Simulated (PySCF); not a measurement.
# Computed spin Hamiltonian

C3H10N3Si (doublet state).
Z-matrix (Å and degrees, GFN2-xTB geometry), rows numbered from 1:
```
N 
C   1  1.4284
Si  2  1.9480  1  114.80
N   3  1.6850  2  114.09  1    64.18
C   4  1.4156  3  109.99  2  -117.48
C   5  1.5439  4  112.10  3    -9.47
N   6  1.4468  5  106.03  4    24.67
H   1  1.0129  2  111.29  3    56.22
H   1  1.0121  2  111.42  3   -65.99
H   2  1.0881  1  108.81  3  -120.37
H   2  1.0859  1  109.63  3   121.20
H   3  1.4638  2  106.11  1  -167.92
H   5  1.0994  4  108.51  3   112.69
H   5  1.0964  4  108.57  3  -132.46
H   6  1.0987  5  109.15  4   -95.79
H   6  1.0953  5  111.53  4   144.77
H   7  1.0072  3  124.60  2   -84.01
```

The hyperfine couplings belong to this conformer and change with its torsions.

As a line formula: `NC[Si@@H]1[N]CCN1` [radical].

Theory: UKS B3LYP, pcH-1 on C H N Si, non-relativistic, mean-field spin-orbit, GIAO in PySCF 2.14.0. Isolated species at its GFN2-xTB geometry (one conformer only). A GFN2-xTB geometry isn't a minimum of the functional, and hyperfine couplings can be far from their values at a DFT geometry. The SCF solution wasn't tested for stability.

```
g1, g2, g3                      : 2.00219, 2.00428, 2.00939
g_iso                           : 2.00529
Form of g                       : rhombic: the two nearest values differ by 29 % of g3 − g1
⟨S²⟩                            : 0.7545 (exact 0.7500)
HOMO–LUMO gap, α and β orbitals : 6.46, 2.51 eV
Total energy                    : -574.07985 Eh
Basis functions                 : 285
```

Hyperfine couplings atom by atom, in MHz; T1 to T3 are the principal values of the dipolar part; ρ(0) is the spin density at the nucleus:

```csv
atom,isotope,a_iso,of which spin–orbit,T1,T2,T3,Mulliken spin population,ρ(0) (bohr⁻³)
N1,14N,3.3,0.0,-1.3,-1.2,2.6,0.02,0.0101
C2,13C,19.6,0.0,-5.8,-5.5,11.3,0.05,0.0174
Si3,29Si,48.7,-0.1,-2.9,-2.0,4.9,-0.03,-0.0549
N4,14N,26.4,0.1,-37.0,-36.6,73.6,0.83,0.0812
C5,13C,-31.9,0.1,-4.9,1.8,3.1,-0.07,-0.0284
C6,13C,-3.5,0.0,-1.2,-0.3,1.5,0.00,-0.0031
N7,14N,0.0,0.0,-1.3,-0.7,2.0,0.02,0.0001
H8,1H,2.0,0.0,-2.4,-0.8,3.2,0.00,0.0004
H9,1H,-0.8,0.0,-3.5,-0.7,4.3,0.00,-0.0002
H10,1H,13.0,0.0,-3.2,-0.8,4.0,0.01,0.0029
H11,1H,-2.6,0.0,-3.5,-0.5,4.0,0.00,-0.0006
H12,1H,69.5,0.0,-3.5,-1.6,5.1,0.04,0.0156
H13,1H,177.0,0.0,-6.6,-3.7,10.2,0.07,0.0396
H14,1H,124.3,0.0,-6.5,-3.3,9.8,0.05,0.0278
H15,1H,9.1,0.0,-2.5,-2.0,4.5,0.00,0.0020
H16,1H,0.4,0.0,-1.9,-1.7,3.6,0.00,0.0001
H17,1H,-0.3,0.0,-2.6,-1.7,4.3,0.00,-0.0001
```

Largest spin populations (Mulliken): N4 (+0.83), H13 (+0.07) and C5 (-0.07). No atom but N4 exceeds +0.15. The positive populations add up to 1.11 and the negative ones to -0.11, together 2S = 1.

Under fast tumbling the dipolar parts average out, and these isotropic splittings remain (the largest six): 1 × 1H (H13, I = 1/2, 2 lines) with 6.31 mT, 1 × 1H (H14, I = 1/2, 2 lines) with 4.43 mT, 1 × 1H (H12, I = 1/2, 2 lines) with 2.48 mT, 1 × 14N (N4, I = 1, 3 lines) with 0.94 mT, 1 × 1H (H10, I = 1/2, 2 lines) with 0.46 mT and 1 × 1H (H15, I = 1/2, 2 lines) with 0.33 mT.

The 13C coupling of C5 (-31.9 MHz) shows only in satellite lines or after enrichment, since that isotope makes up about 1.07 % of natural carbon.

The 29Si coupling of Si3 (48.7 MHz) shows only in satellite lines or after enrichment, since that isotope makes up about 4.7 % of natural silicon.

The run took 1.9 min (grids of density and orbitals included) on one thread, Arm Neoverse V1 (aarch64), shared host with 32 logical CPUs at a one-minute load of 30, and the process peaked at 0.97 GiB of memory.
